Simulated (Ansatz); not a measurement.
Calculated with Ansatz (gas phase, PBE0-D4/def2-TZVP geometries, no zero-point term in ΔE). CCSD(T)/CBS adds triple-zeta CCSD(T) − MP2 to the extrapolated MP2 energy (def2 sets, frozen cores). This one scheme is used for every species. DFT in def2-TZVPP. B3LYP here is the variant with VWN-RPA as its local correlation; programs differ in this. One conformer a species, not always the lowest.

`FBB[SiH3]` + `[SiH3]S` → `[SiH3]BS[SiH3]` + `BF`  (cleavage of the B–B bond)

`FBB[SiH3]`:

Z-matrix (Å, degrees):
```
Si
B 1 2.013
H 1 1.487 2 114.7
H 1 1.493 2 104.9 3 118.4
H 1 1.489 2 112.1 3 -124.4
B 2 1.663 1 123.3 3 -10.9
H 2 1.199 1 115.5 3 166.3
F 6 1.328 2 124.3 1 -88.2
H 6 1.210 2 119.5 1 89.9
```

`[SiH3]S`:

```xyz
6

Si   -0.208    0.137   -0.465
S     1.291   -0.565    0.886
H    -1.404   -0.745   -0.462
H     0.438    0.107   -1.799
H    -0.634    1.521   -0.138
H     0.517   -0.455    1.978
```

`[SiH3]BS[SiH3]`:

Z-matrix (Å, degrees):
```
Si
B 1 2.010
H 1 1.491 2 109.7
H 1 1.491 2 109.6 3 117.7
H 1 1.488 2 112.9 3 -121.1
S 2 1.774 1 119.7 3 121.5
H 2 1.198 1 120.9 3 -58.5
Si 6 2.159 2 99.8 1 -180.0
H 8 1.484 6 107.4 2 179.9
H 8 1.482 6 109.5 2 60.4
H 8 1.482 6 109.5 2 -60.5
```

`BF`:

Cartesian coordinates in Å:
```
B 0.022 -0.043 -0.010
F -0.563 1.106 0.255
H 1.183 -0.155 0.260
H -0.643 -0.908 -0.505
```

```
             level  ΔE (kcal/mol)  difference from CCSD(T)/CBS
            PBE-D4          -26.4                          1.3
           PBE0-D4          -26.4                          1.3
          B3LYP-D4          -26.6                          1.1
           ωB97X-V          -25.7                          2.0
            B2PLYP          -27.1                          0.6
          PBE-QIDH          -27.7                          0.0
            revPBE          -24.7                          3.0
              PBE0          -25.4                          2.3
             B3LYP          -24.9                          2.8
           r2SCANh          -26.2                          1.5
RPA@PBE/def2-TZVPP          -28.1                         -0.4
  CCSD(T)/def2-SVP          -29.9                         -2.2
    MP2/def2-TZVPP          -30.4                         -2.7
     HF/def2-QZVPP          -24.1                          3.6
SCS-MP2/def2-QZVPP          -28.8                         -1.1
      HF/CBS(def2)          -24.1                          3.6
       CCSD(T)/CBS          -27.7                            0
```

Largest T1 diagnostic among the species: 0.015.

In def2-TZVPP, CCSD(T) changes the Hartree–Fock value by −3.5 kcal/mol (the triples alone add −1.3 kcal/mol) and MP2 by −6.1 kcal/mol. The D4 term adds −1.8 kcal/mol with B3LYP and −1.0 kcal/mol with PBE0; it sums over pairs of atoms, weighted by their polarisabilities, and B3LYP, whose exchange is more repulsive, gets the larger term. At CCSD(T), def2-SVP lies −2.2 kcal/mol from the extrapolated value and def2-TZVPP −0.1 kcal/mol.
